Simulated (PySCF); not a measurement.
Two species compared at the same levels of theory.

First species: C3H11FSi3.
SMILES: `C=C(C)[Si@@H](F)[SiH2][SiH3]`

Second species: heptafluorobutyric acid, C4HF7O2.
Structure used (GFN2-xTB), in Å, numbered top down from 1:
```xyz
14
C4HF7O2 angstrom
O      1.6743    0.0787    1.7159
C      1.4638   -0.1574    0.5705
O      2.1425    0.2662   -0.4720
C      0.2781   -1.0603    0.0975
F     -0.2898   -1.6557    1.1610
F      0.7366   -2.0421   -0.7054
C     -0.8137   -0.2622   -0.6736
F     -0.2967    0.2272   -1.8165
F     -1.8293   -1.0733   -1.0128
C     -1.3744    0.9332    0.1488
F     -0.3863    1.7929    0.4228
F     -2.2982    1.5889   -0.5392
F     -1.9082    0.5426    1.2961
H      2.9004    0.8209   -0.2153
```

Levels: PBE0/pcSseg-1 for dipole moment, HOMO energy, LUMO energy and HOMO–LUMO gap; GFN2-xTB for rotational constant A and rotational constant C. Geometries: GFN2-xTB. Each species is one conformer at its optimised geometry, gas phase, non-relativistic unless stated; the electronic structure was computed with PySCF and density fitting.

Dipoles, sizes and rotational constants follow the conformer. The torsions of the flexible species, by atom-mapped SMILES:
- `[CH2:1]=[C:2]([CH3:3])[Si@@H:4]([F:5])[SiH2:6][SiH3:7]`: C1–C2–Si4–F5 -8°, C2–Si4–Si6–Si7 -100°
- `[O:1]=[C:2]([OH:3])[C:4]([F:5])([F:6])[C:7]([F:8])([F:9])[C:10]([F:11])([F:12])[F:13]`: O1–C2–C4–F5 -9°, C2–C4–C7–F8 64°, C4–C7–C10–F11 61°, H–O3–C2–O1 1°

```tsv
property	column X	column Y
dipole moment	2.42 D	1.79 D
HOMO energy	-9.24 eV	-7.61 eV
LUMO energy	-1.18 eV	-0.96 eV
HOMO–LUMO gap	8.06 eV	6.65 eV
rotational constant A	1.104 GHz	2.136 GHz
rotational constant C	0.683 GHz	0.682 GHz
```

**Question.** Which column belongs to which species?

**Answer.** Column X is the second species and column Y the first. The first has 18 atoms and 80 electrons, the second 14 and 104.

**Question.** How does each property change from the first species to the second?

**Answer.** dipole moment +0.63 D; HOMO energy -1.63 eV; LUMO energy -0.22 eV; HOMO–LUMO gap +1.41 eV; rotational constant A -1.032 GHz; rotational constant C +0.001 GHz.

On the first: In atomic units the dipole is 0.71 e·bohr (1 au = 2.5417 D).

On the second: The dipole matches unit charges of opposite sign 0.50 Å apart (1 e·Å = 4.8032 D).
